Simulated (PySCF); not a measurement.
**AsO⁻: one state, many levels of theory**

State: ³Σ⁻ (triplet), unpaired electrons π ↑↑. Set-up: PySCF, no relativity, basis sets As def2-TZVPPD, O def2-TZVPPD. De refers to As + O⁻ in their high-spin ground configurations, without counterpoise correction. The functionals are run spin-unrestricted. A positive dipole points towards O; it is taken about the centre of mass and depends on that origin.

```
       Level  Re (Å)  ωe (cm⁻¹)  De (eV)  μ (D)
    ROHF-MP2   1.702        849     4.96    n/a
ROHF-SCS-MP2   1.699        848     4.75    n/a
   ROHF-CCSD   1.689        855      n/a    n/a
ROHF-CCSD(T)   1.703        819      n/a    n/a
         PBE   1.717        790     5.06  -2.03
        BLYP   1.732        761     4.89  -2.19
      r²SCAN   1.696        835     4.93  -1.95
       M06-L   1.700        823      n/a  -1.83
       B3LYP   1.703        824     4.73  -2.26
        PBE0   1.688        858     4.77  -2.13
         M06   1.689        854     4.91  -2.24
      M06-2X   1.689        871     4.62  -2.50
     ωB97M-V   1.688        868     4.69  -2.35
```

(1) What does a quarter of exact exchange do here, going from PBE to PBE0?

(2) What does the step from GGA to meta-GGA do here, going from PBE to r²SCAN?

(3) What does the three-parameter hybrid form, with a fifth of exact exchange, do here, going from BLYP to B3LYP?

Correlated steps freeze 10 core orbitals. Spin–orbit coupling is left out. For an ion De counts to the pair picked by the measured ionisation energies or electron affinities, which need not be the lowest pair at this level. The highest Kohn–Sham level is positive in this anion. Much of that is self-interaction error, but it also means that the finite basis helps to hold the extra electron. The state is the lowest determinant that a PBE0 search found; another state may lie lower at other levels.

The whole job (state search and all levels along the bond) took about 18 min on 2 threads of Arm Neoverse V1 (shared host), peak memory 3.6 GiB.

## Answers

(1) PBE0 less PBE: -2.9 pm in Re, +8.6 % in ωe, -0.29 eV in De. Exact exchange removes part of the self-interaction that spreads semilocal densities, and in most molecules shortens and stiffens the bond and lowers De; so it does here.

(2) r²SCAN less PBE: -2.1 pm in Re, +5.7 % in ωe, -0.13 eV in De. 

(3) B3LYP less BLYP: -2.9 pm in Re, +8.3 % in ωe, -0.16 eV in De. Exact exchange removes part of the self-interaction that spreads semilocal densities, and in most molecules shortens and stiffens the bond and lowers De; so it does here.
